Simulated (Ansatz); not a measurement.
## Molecular dynamics, step by step

BH3BrClO2, singlet, BLYP-D4/def2-SVP (Ansatz 0.2.0). Settings (timestep in fs, temperature in K, friction in 1/fs; T counts 24 degrees of freedom, while the starting velocities carry no drift of the centre of mass, so T starts below the set value):

```yaml
hamiltonian: {xc: {name: BLYP}, dispersion: d4}
md: {n_steps: 40, timestep: 0.5, temperature: 300, ensemble: nvt_langevin, seed: 849, friction: 0.05, initial_velocities: maxwell_boltzmann}
```

Start, the saddle point found with PBE0-D4 in triple zeta (not stationary at another level):

| atom | x (Å) | y (Å) | z (Å) |
| --- | --- | --- | --- |
| B1 | -0.0710 | -0.4822 | 0.0998 |
| Cl2 | 0.6263 | 0.6164 | -1.6020 |
| O3 | 0.9293 | -1.1731 | 0.6662 |
| O4 | -1.2788 | -1.0147 | -0.1372 |
| H5 | 0.2789 | 1.5532 | -0.4601 |
| Br6 | -0.3045 | 1.6110 | 1.1576 |
| H7 | 1.7421 | -0.6856 | 0.8083 |
| H8 | -1.9222 | -0.4248 | -0.5326 |

| step | time (fs) | potential energy less the start (meV) | kinetic energy (meV) | T (K) |
| --- | --- | --- | --- | --- |
| 0 | 0.00 | 0.0 | 271.4 | 262 |
| 2 | 1.00 | 18.7 | 239.9 | 232 |
| 4 | 2.00 | 41.8 | 181.0 | 175 |
| 6 | 3.00 | 35.6 | 156.3 | 151 |
| 8 | 4.00 | 35.4 | 142.5 | 138 |
| 10 | 5.00 | 53.4 | 140.7 | 136 |
| 12 | 6.00 | 70.9 | 167.5 | 162 |
| 14 | 7.00 | 72.5 | 161.4 | 156 |
| 16 | 8.00 | 59.4 | 137.4 | 133 |
| 18 | 9.00 | 46.9 | 200.7 | 194 |
| 20 | 10.00 | 58.0 | 253.6 | 245 |
| 22 | 11.00 | 74.8 | 282.0 | 273 |
| 24 | 12.00 | 66.0 | 327.0 | 316 |
| 26 | 13.00 | 44.4 | 359.1 | 347 |
| 28 | 14.00 | 69.5 | 370.8 | 359 |
| 30 | 15.00 | 137.7 | 232.8 | 225 |
| 32 | 16.00 | 163.4 | 194.6 | 188 |
| 34 | 17.00 | 114.5 | 230.6 | 223 |
| 36 | 18.00 | 74.4 | 274.4 | 265 |
| 38 | 19.00 | 108.6 | 206.2 | 199 |
| 40 | 20.00 | 128.6 | 164.6 | 159 |

Step 8, positions (Å) and forces (eV/Å):

```
atom       x       y       z      Fx      Fy      Fz
  B1  -0.097  -0.492   0.113   1.611   0.320   0.458
 Cl2   0.623   0.611  -1.608   0.236  -0.060  -0.682
  O3   0.923  -1.185   0.678   0.259  -0.047   0.128
  O4  -1.288  -0.995  -0.146  -1.741  -0.396  -0.405
  H5   0.261   1.522  -0.456   0.077   0.326  -0.066
 Br6  -0.293   1.610   1.157  -0.204   0.293   0.542
  H7   1.782  -0.744   0.868  -0.713  -0.093  -0.229
  H8  -1.964  -0.397  -0.538   0.475  -0.343   0.254
```

Step 14, positions (Å) and forces (eV/Å):

```tsv
atom	x	y	z	Fx	Fy	Fz
B1	-0.102	-0.494	0.125	1.586	-0.007	0.499
Cl2	0.623	0.610	-1.610	0.263	-0.093	-0.665
O3	0.926	-1.194	0.689	0.432	0.282	0.096
O4	-1.301	-0.988	-0.163	0.003	-1.272	0.444
H5	0.267	1.492	-0.440	0.125	0.400	-0.194
Br6	-0.286	1.609	1.158	-0.256	0.225	0.650
H7	1.809	-0.770	0.882	-1.317	-0.278	-0.382
H8	-1.935	-0.372	-0.508	-0.836	0.744	-0.449
```

Step 18, positions (Å) and forces (eV/Å):

```
atom       x       y       z      Fx      Fy      Fz
  B1  -0.102  -0.493   0.131   1.419  -0.144   0.441
 Cl2   0.622   0.607  -1.615   0.296  -0.044  -0.568
  O3   0.922  -1.200   0.696  -1.527  -0.478  -0.368
  O4  -1.303  -0.983  -0.175  -0.183  -0.857   0.329
  H5   0.292   1.493  -0.432   0.119   0.351  -0.253
 Br6  -0.283   1.610   1.158  -0.234   0.188   0.629
  H7   1.776  -0.810   0.870   0.577   0.586   0.026
  H8  -1.940  -0.340  -0.494  -0.467   0.396  -0.236
```

Last step (40):

```tsv
atom	x (Å)	y (Å)	z (Å)
B1	-0.0988	-0.4533	0.2155
Cl2	0.6283	0.5719	-1.6150
O3	0.8894	-1.2382	0.6962
O4	-1.3103	-0.9569	-0.2347
H5	0.4235	1.5901	-0.5499
Br6	-0.2863	1.6005	1.1641
H7	1.7560	-0.9201	0.7708
H8	-1.9679	-0.1944	-0.3751
```

Hardware: 8 CPU threads of an Intel Xeon 6975P-C, shared host. Wall time about 12 s.
